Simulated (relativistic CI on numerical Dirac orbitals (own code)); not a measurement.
Computed by Dirac-Coulomb-Breit CI, orbitals from a KLI potential per configuration, model QED (radiative potential, 1s self-energy scaled to tabulated hydrogen-like ionisation energies), unscaled Slater integrals (own radial code, finite nucleus).

CI space (outside the closed core 1s2): 2s2, 2s 2p, 2p2, 2p 3s, 2p 3p, 2s 3s, 2s 3p, 2s 3d, 2s 4s, 2s 4p, 2s 4d, 2s 4f, 2s 5s, 3s2, 2s 5p, 2s 5d, 2s 5f, 2s 5g, 3s 3p, 3p2. Levels of other configurations are missing.

At this charge energies of transitions that change n are usually good to better than 1 %, and those within a shell (Δn = 0) to a few per cent.

Outline of the computed level scheme of Mo XXXIX. Lowest level of each configuration: 2s2 1S_0 at 0.00 eV; 2s 2p 3P°_0 at 75.38 eV; 2p2 3P_0 at 217.51 eV; 2s 3s 3S_1 at 3128.42 eV; 2s 3p 3P°_0 at 3165.71 eV; 2s 3d 3D_1 at 3218.33 eV; 2p 3s 3P°_0 at 3224.64 eV; 2p 3p 3D_1 at 3249.61 eV; 2s 4s 3S_1 at 4205.55 eV.

Some strong electric-dipole decays among the lowest 36 levels: 2s 3d 3D_3 → 2s 2p 3P°_2 (1.7e+14 s⁻¹); 2s 3d 3D_2 → 2s 2p 3P°_1 (1.4e+14 s⁻¹); 2s 3d 1D_2 → 2s 2p 1P°_1 (1.4e+14 s⁻¹); 2s 3d 3D_1 → 2s 2p 3P°_0 (1.1e+14 s⁻¹); 2s 3d 3D_1 → 2s 2p 3P°_1 (7.6e+13 s⁻¹); 2p 3p 3P_0 → 2s 2p 3P°_1 (6.0e+13 s⁻¹); 2s 3p 1P°_1 → 2s2 1S_0 (5.8e+13 s⁻¹); 2p 3p 1S_0 → 2s 2p 1P°_1 (5.6e+13 s⁻¹).

LS names give the leading component of a level, which can be under half, so a name can repeat, a term be missing and a line seem to break the LS rules.
